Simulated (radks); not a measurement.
Charge is removed step by step from the 3s level of the argon ion Ar+, starting from [Ne] 3s2 3p5. Method: scalar-relativistic Kohn-Sham, PBE, spin-unpolarised, spherical densities, point nucleus; computed with a radial shooting solver on a logarithmic mesh with Libxc functionals.

| removed (e) | E - E(0) (eV) | eigenvalue (eV) | E minus straight line (eV) |
|---|---|---|---|
| 0 | 0.000 | -36.697 | 0.000 |
| 0.25 | 9.609 | -40.195 | -1.344 |
| 0.5 | 20.102 | -43.769 | -1.805 |
| 0.75 | 31.498 | -47.416 | -1.363 |
| 1 | 43.815 | -51.132 | 0.000 |

Removing the whole electron costs 43.815 eV by Delta-SCF, against 36.697 eV from minus the eigenvalue at the starting occupation. Slater's transition state (half an electron removed) gives 43.769 eV. Integrating minus the eigenvalue over the occupation (Janak's theorem) gives 43.818 eV. In this scalar-relativistic scheme the density is built from large components alone, so the theorem holds only approximately. The mean slope of the eigenvalue, de/dn, is 14.4 eV per electron.
